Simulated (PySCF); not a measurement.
Highest orbital energy against ionisation energy along the 5p block

Calculated with PySCF 2.14, no spin-orbit coupling. Each cell gives −ε(HOMO) / ΔSCF in eV; NIST values include spin-orbit coupling, (s) semi-empirical, (t) theoretical.

```
                                 species              UHF              LDA              PBE             PBE0           r2SCAN  NIST (lowest levels)
In²⁺ (aug-cc-pVDZ-PP with ECP28MDF, ECP)  26.766 / 26.647  24.617 / 29.021  24.218 / 28.623  25.026 / 28.262  24.483 / 28.353                28.044
Sn²⁺ (aug-cc-pVDZ-PP with ECP28MDF, ECP)  28.789 / 28.553  26.615 / 31.270  26.178 / 30.800  27.061 / 30.436  26.387 / 30.474                30.506
Sb²⁺ (aug-cc-pVDZ-PP with ECP28MDF, ECP)  24.382 / 24.106  20.544 / 24.896  20.479 / 24.695  21.630 / 24.725  20.854 / 24.859                25.323
Te²⁺ (aug-cc-pVDZ-PP with ECP28MDF, ECP)  27.302 / 26.936  23.029 / 27.689  22.966 / 27.491  24.242 / 27.551  23.397 / 27.688          27.84 ± 0.04
 I²⁺ (aug-cc-pVDZ-PP with ECP28MDF, ECP)  30.272 / 29.823  25.514 / 30.464  25.452 / 30.275  26.867 / 30.382  25.966 / 30.546         29.57 ± 0.025
Xe²⁺ (aug-cc-pVDZ-PP with ECP28MDF, ECP)  29.857 / 29.264  25.778 / 30.745  25.601 / 30.410  26.942 / 30.422  25.928 / 30.430      31.05 ± 0.04 (s)
```

Task: How far is −ε(HOMO) from ΔSCF on average for each method, and why?

Result: UHF 0.34 eV; LDA -4.66 eV; PBE -4.57 eV; PBE0 -3.34 eV; r2SCAN -4.22 eV. Hartree-Fock orbital energies lack relaxation and so exceed the ΔSCF value; semilocal functionals have convex E(N) from self-interaction, so their HOMO lies far too high; exact exchange moves hybrids part of the way back.
